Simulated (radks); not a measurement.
Fractional charge and spin in the 3p shell of cobalt: the spin-up occupation runs from 2 to 3 and the spin-down occupation from 2 to 3; the fullest corner is Co3+, [Ne] 3s2 3d(up 3, down 3) 3p(up 3, down 3). Method: non-relativistic Kohn-Sham, BLYP, spin-polarised, spherical densities, point nucleus; computed with a radial shooting solver on a logarithmic mesh with Libxc functionals. Energy (eV) minus the two flat planes that join the four corners (they meet along the diagonal where the two added fractions sum to one electron); zero is where a piecewise linear energy would lie.

\begin{tabular}{lrrr}
down \ up & 2 & 2.5 & 3 \\ \hline
2 & 0.000 & -2.914 & 0.000 \\
2.5 & -2.914 & 0.395 & -2.702 \\
3 & 0.000 & -2.702 & 0.000 \\
\end{tabular}

Corners above the fullest one (they belong to Co4+ and the next ion): (up 3, down 2) 113.69 eV, (up 2, down 3) 113.69 eV, (up 2, down 2) 251.44 eV. With half an added electron in each spin the energy lies 0.395 eV from the planes, and with half an added electron in spin up alone -2.914 eV. The planes are only a guide here: the flat-plane condition holds for ground states with one frontier orbital, while this shell lies below other occupied shells, so the corners above the fullest one are inner-hole states and not the ground states of those ions.
